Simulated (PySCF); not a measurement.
Calculation: TPSSh-D3(BJ)/def2-TZVP // PBE-D3(BJ)/def2-SVP in PySCF. Isolated molecules, 0 K electronic values unless said otherwise. One relaxed conformer stands for a flexible species; it need not be the lowest. 

Reference species: [Zn(Cl)2] (neutral, multiplicity 1).

The mean distance from the central atom to its bonded neighbours comes out as 2.103 Å, the charge on the central atom (meta-Löwdin) is 1.23 e and the HOMO–LUMO gap comes out as 6.23 eV. The HOMO is -8.39 eV.

Changed species: [Zn(Cl)(NH2)] (1 of 2 Cl replaced by NH2; the reference has 0 of 2 Cl replaced by NH2).

Give the shifts of the mean distance from the central atom to its bonded neighbours, charge on the central atom (meta-Löwdin), HOMO–LUMO gap and HOMO.

the mean distance from the central atom to its bonded neighbours drops by 0.131 Å, to 1.972 Å; the charge on the central atom (meta-Löwdin) falls by 0.06 e, to 1.17 e; the HOMO–LUMO gap falls by 0.85 eV, to 5.38 eV; the HOMO goes up by 1.62 eV, to -6.77 eV.
